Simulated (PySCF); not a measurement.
**`[BH3-][C@@H](C=O)[C@H](C)C#N`, [C5H9BNO]-, charge -1**

Molfile (atoms numbered from 1):
```
C5H9BNO
     RDKit          3D

 17 16  0  0  0  0  0  0  0  0999 V2000
    2.0080    0.3810   -0.0597 B   0  0  0  0  0  0  0  0  0  0  0  0
    0.4064   -0.0997   -0.5301 C   0  0  1  0  0  0  0  0  0  0  0  0
    0.5473   -1.5209   -0.6831 C   0  0  0  0  0  0  0  0  0  0  0  0
    0.1946   -2.4077    0.0850 O   0  0  0  0  0  0  0  0  0  0  0  0
   -0.6087    0.3072    0.5377 C   0  0  2  0  0  0  0  0  0  0  0  0
   -2.0241   -0.2114    0.2281 C   0  0  0  0  0  0  0  0  0  0  0  0
   -0.6747    1.7363    0.6726 C   0  0  0  0  0  0  0  0  0  0  0  0
   -0.8396    2.8678    0.7693 N   0  0  0  0  0  0  0  0  0  0  0  0
    2.7556    0.1830   -0.9848 H   0  0  0  0  0  0  0  0  0  0  0  0
    2.3477   -0.2361    0.9170 H   0  0  0  0  0  0  0  0  0  0  0  0
    1.9141    1.5578    0.1818 H   0  0  0  0  0  0  0  0  0  0  0  0
    0.2277    0.4059   -1.4786 H   0  0  0  0  0  0  0  0  0  0  0  0
    1.1083   -1.8036   -1.6049 H   0  0  0  0  0  0  0  0  0  0  0  0
   -0.2709   -0.1171    1.4901 H   0  0  0  0  0  0  0  0  0  0  0  0
   -2.3656    0.1683   -0.7350 H   0  0  0  0  0  0  0  0  0  0  0  0
   -2.7350    0.0987    0.9954 H   0  0  0  0  0  0  0  0  0  0  0  0
   -1.9979   -1.2974    0.1893 H   0  0  0  0  0  0  0  0  0  0  0  0
  1  2  1  0
  2  3  1  0
  3  4  2  0
  2  5  1  0
  5  6  1  0
  5  7  1  0
  7  8  3  0
  1  9  1  0
  1 10  1  0
  1 11  1  0
  2 12  1  6
  3 13  1  0
  5 14  1  1
  6 15  1  0
  6 16  1  0
  6 17  1  0
M  CHG  1   1  -1
M  END
```

Method used: TDDFT CAM-B3LYP/def2-SVPD circular dichroism and optical rotation, one conformer, gas phase (PySCF 2.14.0). Geometry: GFN2-xTB.

The molecule is flexible and this is one conformer; a measurement averages over conformers. For a gas-phase anion, states above the detachment energy (about 4.3 eV, taken as minus the energy of the highest occupied orbital) lie in the continuum and depend on the basis.

Task: What are the CIP labels of the stereocentres?

Result: C2 R, C5 S.

Task: List the lowest 16 singlet excitations with oscillator and rotatory strengths.

Result: Rotatory strengths R in 10⁻⁴⁰ esu² cm², velocity form and length form (origin at the centre of mass); f in length form.
| state | E (eV) | λ (nm) | f | R (velocity) | R (length) | main |
| --- | --- | --- | --- | --- | --- | --- |
| 1 | 4.74 | 261 | 0.004 | +44.1 | +44.2 | HOMO→LUMO+1 0.41, HOMO−3→LUMO+1 0.20 |
| 2 | 6.15 | 202 | 0.013 | +17.7 | +17.0 | HOMO→LUMO 0.66, HOMO→LUMO+2 0.09 |
| 3 | 6.45 | 192 | 0.139 | -63.9 | -66.2 | HOMO→LUMO+1 0.26, HOMO−3→LUMO+1 0.16 |
| 4 | 6.57 | 189 | 0.002 | +5.1 | +5.8 | HOMO−1→LUMO+1 0.68, HOMO−1→LUMO 0.15 |
| 5 | 6.72 | 184 | 0.055 | +8.0 | +5.9 | HOMO−2→LUMO+1 0.51, HOMO−3→LUMO 0.11 |
| 6 | 6.79 | 183 | 0.016 | +5.3 | +3.8 | HOMO→LUMO+2 0.52, HOMO→LUMO+3 0.13 |
| 7 | 6.86 | 181 | 0.043 | -4.6 | -3.4 | HOMO−3→LUMO 0.25, HOMO−3→LUMO+2 0.13 |
| 8 | 6.99 | 177 | 0.035 | -56.2 | -57.5 | HOMO→LUMO+3 0.37, HOMO−1→LUMO+2 0.26 |
| 9 | 7.08 | 175 | 0.038 | +28.6 | +30.4 | HOMO−2→LUMO+2 0.40, HOMO−1→LUMO+2 0.14 |
| 10 | 7.20 | 172 | 0.036 | -2.4 | -1.6 | HOMO→LUMO+3 0.19, HOMO−1→LUMO+2 0.15 |
| 11 | 7.34 | 169 | 0.005 | -2.9 | -2.4 | HOMO→LUMO+4 0.34, HOMO→LUMO+5 0.23 |
| 12 | 7.39 | 168 | 0.068 | +27.8 | +26.2 | HOMO−3→LUMO+2 0.19, HOMO−3→LUMO 0.14 |
| 13 | 7.54 | 164 | 0.069 | +2.7 | +1.6 | HOMO−1→LUMO 0.20, HOMO−2→LUMO+2 0.11 |
| 14 | 7.56 | 164 | 0.045 | -13.3 | -12.9 | HOMO→LUMO+6 0.34, HOMO−1→LUMO 0.10 |
| 15 | 7.60 | 163 | 0.003 | -6.4 | -6.3 | HOMO−2→LUMO 0.23, HOMO−2→LUMO+1 0.12 |
| 16 | 7.64 | 162 | 0.030 | -42.0 | -40.0 | HOMO−3→LUMO+3 0.18, HOMO→LUMO+5 0.17 |

Among the states computed, the strongest CD band (largest |R|) is state 3. The largest dissymmetry factor in size, g = 4R/(D+G), with D and G the electric and magnetic dipole strengths, is +0.077 for state 1 (velocity form, f = 0.004), among bands with |R| over 0.5. The mirror image has the same energies and oscillator strengths and all R with the opposite sign.
